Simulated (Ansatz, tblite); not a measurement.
Cost and result up the ladder for AsMe2(NMe2) (C₄H₁₂AsN) (18 atoms). Total charge 0; singlet. Geometry: r2SCAN-D4/def2-SVP.

Cartesian coordinates in Å:
```
As -1.0496 -0.5978 -0.0081
C -0.3936 -1.3441 -1.7068
H -0.7956 -0.7863 -2.5647
H -0.7371 -2.3867 -1.7874
H 0.7066 -1.3113 -1.7219
C -0.1002 -1.8876 1.1350
H 0.9821 -1.8235 0.9432
H -0.4618 -2.8992 0.8949
H -0.3031 -1.6972 2.1988
N 0.2760 0.7686 0.1148
C 0.3621 1.3451 1.4443
C 0.0954 1.8062 -0.8845
H 1.2251 2.0340 1.4872
H 0.5336 0.5617 2.1988
H -0.5375 1.9278 1.7505
H 0.0587 1.3715 -1.8956
H -0.8209 2.4246 -0.7421
H 0.9597 2.4944 -0.8562
```

Ansatz on 2 threads of AMD EPYC 7R13 on a shared host and a share (18 GiB) of an NVIDIA H100 80GB HBM3; xTB runs through tblite on one thread. Times are rough, summed over both states, and most runs start from the orbitals of an earlier one. PBE0-D4/def2-TZVP serves as the yardstick here, not as an exact answer. The other state is a triplet.

The xTB rows come from tblite.

xTB has no spin-polarisation term.

| level | functions | vertical triplet (eV) | difference from PBE0-D4/def2-TZVP (eV) |
| --- | --- | --- | --- |
| PBE-D4/def2-TZVP | 275 | 4.00 | -0.16 |
| PBE0-D4/def2-TZVP | 275 | 4.16 | 0.00 |
| GFN1-xTB | 53 | 4.94 | 0.78 |
| GFN2-xTB | 41 | 5.62 | 1.46 |
| r2SCAN-D4/def2-TZVP (with forces) | 275 | 4.05 | -0.11 |

(1) Estimate how long each takes.

## Answers

(1) GFN2-xTB 0.015 s; GFN1-xTB 0.025 s; PBE-D4/def2-TZVP 18 s; PBE0-D4/def2-TZVP 24 s; r2SCAN-D4/def2-TZVP (with forces) 27 s. On shared hardware such times vary by a factor of up to 3.
